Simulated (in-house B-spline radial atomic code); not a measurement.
Successive ionisation energies of xenon; each step leads to the configuration of the next row (after the last: [Kr] 4d10 5s1). Dirac energy differences include first-order Breit, QED and recoil terms. NIST's values go from ground level to ground level; the uncertainty of those that are theory runs from under 0.1 % in few-electron ions to several per cent in heavy many-electron ones. Computed with an all-electron radial atomic-structure program (B-spline basis): Dirac-Hartree-Fock, average of the configuration, finite nuclei.

```csv
ion,configuration,ionisation energy (eV),tabulated value (eV),computed minus tabulated (eV),highest orbital,largest mean radius (bohr)
Xe,[Kr] 4d10 5s2 5p6,11.67,12.12984,-0.46,5p3/2,2.3516
Xe+,[Kr] 4d10 5s2 5p5,20.87,20.975,-0.10,5p3/2,2.2266
Xe2+,[Kr] 4d10 5s2 5p4,30.84,31.05,-0.21,5p3/2,2.1287
Xe3+,[Kr] 4d10 5s2 5p3,41.46,42.2,-0.74,5p3/2,2.0474
Xe4+,[Kr] 4d10 5s2 5p2,52.67,54.1,-1.43,5p3/2,1.9776
Xe5+,[Kr] 4d10 5s2 5p1,64.43,66.703,-2.28,5p3/2,1.9164
Xe6+,[Kr] 4d10 5s2,89.61,91.6,-1.99,5s1/2,1.6638
```

Q: Where is the largest jump?

A: From Xe to Xe+, by a factor of 1.79 (11.668 to 20.874 eV); the highest orbital goes from 5p3/2 to 5p3/2.

Where a p, d or f electron is removed, the computed value is a mean over both j, so it misses the tabulated one by a part of the spin-orbit splitting; averaging over terms and missing correlation add to the gap, relatively most at low charge.
